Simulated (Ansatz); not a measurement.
The cluster Na₅O₃, relaxed as a doublet with UKS r2SCAN-D4/def2-SVP in Ansatz, starting from the GFN1-xTB geometry. Force threshold 0.02 eV/Å.

The structure holds 1 bond(s) between oxygen atoms. Another isomer (doublet) lies 0.05 eV lower at PBE0-D4/def2-TZVP; other spin states weren't run for this one.

Start:

Cartesian coordinates in Å:
```
Na 2.060 0.776 -1.634
Na -0.639 -0.624 -0.885
Na 0.753 0.665 1.363
Na -1.180 -2.280 2.109
Na -0.307 2.509 -1.199
O 0.189 -1.373 1.053
O 0.151 0.835 -2.126
O -1.026 -0.507 1.319
```

Task: Estimate the energy that the relaxation releases and the steps that it takes.

Result: 27.2 kcal/mol, in 9 steps; 52 s on 4 threads of Arm Neoverse V1 on a shared host. No frequencies were taken in this run, so the end may be a saddle point.

Task: Does the start keep its bonding?

Result: Bonds formed: Na3–O7 (atoms count from 1).

Task: Predict the relaxed structure.

Result: 
```csv
atom,x (Å),y (Å),z (Å)
Na1,2.2776,1.0027,-2.2294
Na2,-0.6995,-0.7300,-0.8519
Na3,0.5935,0.5457,1.0296
Na4,-1.2165,-2.4334,2.4969
Na5,-0.3155,2.8684,-1.7073
O6,0.0476,-1.6059,1.0472
O7,0.5287,1.0623,-1.0929
O8,-1.2159,-0.7098,1.3077
```
Bond lengths (bridged metal pairs left out): 10 × Na–O 2.09 to 2.22 Å; 1 × O–O 1.57 Å.
